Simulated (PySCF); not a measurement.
## Electron correlation in Cu (copper, neutral)

[Ar] 3d9 4s2, 2D determinant (an excited configuration). All numbers are calculated (PySCF 2.14, scalar relativity by spin-free X2C-1e, in x2c-QZVPPall (11s7p6d4f2g, 108 functions)). Frozen: [Ne]; 19 electrons correlated.

MP2 pair energies summed by pair of shells (mhartree):

```csv
pair,energy,share (%)
3d-3d,-370.24,46.1
3p-3d,-216.98,27.0
3s-3d,-52.54,6.5
3d-4s,-50.33,6.3
3p-3p,-50.28,6.3
3s-3p,-25.93,3.2
4s-4s,-23.71,3.0
3p-4s,-7.41,0.9
3s-3s,-4.38,0.5
3s-4s,-0.72,0.1
```

Total MP2 correlation energy: -802.53 mhartree.

Same-spin part -261.60 and opposite-spin part -540.93 mhartree; SCS-MP2 scales them by 1/3 and 6/5 to -736.32 mhartree.

This basis was not built for core-valence correlation, so the inner-shell part is incomplete.
